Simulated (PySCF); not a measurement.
Compound: C8H10O3.
Atom-mapped SMILES: `[CH3:1][O:2][C:3](=[O:4])[C@H:5]1[CH2:6][CH2:7][CH:8]=[CH:9][C:10]1=[O:11]` (hydrogens: H12, H13, H14 on C1; H15 on C5; H16, H17 on C6; H18, H19 on C7; H20 on C8; H21 on C9)

Computed geometry: GFN2-xTB, gas phase.

Task: Give the optimised bond lengths and angles.

Result: 
```tsv
bond	length (Å)	order
C1–O2	1.422	single
O2–C3	1.332	single
C3=O4	1.204	double
C3–C5	1.519	single
C5–C6	1.529	single
C6–C7	1.526	single
C7–C8	1.486	single
C8=C9	1.333	double
C9–C10	1.460	single
C10=O11	1.209	double
C5–C10	1.534	single
C1–H12, C1–H13, C1–H14	1.090	single
C5–H15	1.093	single
C6–H16	1.092	single
C6–H17	1.093	single
C7–H18	1.094	single
C7–H19	1.092	single
C8–H20	1.082	single
C9–H21	1.081	single
```

Bonds in one row agree within 0.01 Å and their mean is given. Orders are formal, as drawn. A selection of angles:
```tsv
angle	degrees
C1–O2–C3	117.8
O2–C3–O4	124.3
O2–C3–C5	109.9
O4–C3–C5	125.7
C3–C5–C6	113.7
C3–C5–C10	105.1
C6–C5–C10	111.3
C5–C6–C7	112.0
C6–C7–C8	111.7
C7–C8–C9	123.8
C8–C9–C10	123.3
C9–C10–O11	123.5
C5–C10–C9	115.2
C5–C10–O11	121.2
```

Torsions: C1–O2–C3–O4 -3° (synperiplanar); O2–C3–C5–C6 139° (anticlinal); C3–C5–C6–C7 64° (synclinal); C5–C6–C7–C8 46° (synclinal); C6–C7–C8–C9 -17° (synperiplanar); C7–C8–C9–C10 -3° (synperiplanar); C8–C9–C10–O11 176° (antiperiplanar); C3–C5–C10–C9 -88° (synclinal).

The 7 C–C bonds span 1.333 Å (C8=C9, drawn double) to 1.534 Å (C5–C10, drawn single), a spread of 0.201 Å. The 6-membered ring C5–C6–C7–C8–C9–C10 has internal angles of 111.3° to 123.8°; it is puckered, 0.18 Å rms from its mean plane, widest ring torsion 55°. The C–O distances run from 1.204 Å (C3=O4, drawn double) to 1.422 Å (C1–O2, drawn single), a spread of 0.218 Å. Of the pairs four or more bonds apart, O4···H13 is among the closest relative to their van der Waals radii: 2.28 Å, 84 % of the sum of Bondi's values.

Point group: C1 (no symmetry element, even within 0.4 Å). Not checked by GFN2-xTB frequencies. One conformer, not necessarily the lowest.
